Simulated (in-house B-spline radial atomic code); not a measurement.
Configurations of As, with energies counted from [Ar] 3d10 4s2 4p3. Method: scalar-relativistic (X2C) B3LYP, spin-polarised, spherical fractional occupations, Fermi nucleus of rms radius 4.0968 fm. Calculated with an all-electron radial atomic-structure program (B-spline basis). Caution: exact exchange at fractional occupations of open shells leaves self-interaction of up to several eV. Shells without spins written out take the highest spin.

Occupations are held fixed; configurations that lie above the ionisation limit could autoionise.

```tsv
configuration	E - E(ref) (eV)	highest orbital	its <r> (bohr)
[Ar] 3d10 4s2 4p(0 up, 2 down) 4d(0 up, 1 down)	8.7431	4d down	8.545
[Ar] 3d10 4s2 4p(0 up, 2 down) 4f(1 up, 0 down)	9.6167	4f up	18.13
[Ar] 3d10 4s2 4p2 4f1	9.6186	4f up	18.22
[Ar] 3d(4 up, 5 down) 4s2 4p(2 up, 2 down)	45.227	4p up	2.365
[Ar] 3d9 4s2 4p3 5p1	50.505	5p up	8.154
[Ar] 3d9 4s2 4p3 4d1	50.999	4d up	8.063
[Ne] 3s2 3p5 3d10 4s2 4p4	138.9	4p down	2.45
```

Problem. Order these further configurations by energy, lowest first.
A. [Ar] 3d10 4s2 4p2 5p1
B. [Ar] 3d10 4s1 4p3 5f1
C. [Ne] 3s2 3p5 3d10 4s2 4p3 5d1
D. [Ar] 3d10 4s(0 up, 1 down) 4p(0 up, 3 down) 5f(1 up, 0 down)
E. [Ar] 3d10 4s2 4p(2 up, 1 down)

Solution. E (2.3815 eV), A (8.2567 eV), D (16.704 eV), B (16.707 eV), C (146.74 eV).

Problem. How far above the reference does [Ne] 3s2 3p5 3d10 4s2 4p3 5f1 lie?

Solution. 147.3 eV; its least bound orbital is 5f up with <r> = 29.78 bohr.

Problem. How far above the reference does [Ar] 3d10 4s1 4p4 lie?

Solution. 9.7784 eV; its least bound orbital is 4p down with <r> = 2.699 bohr.
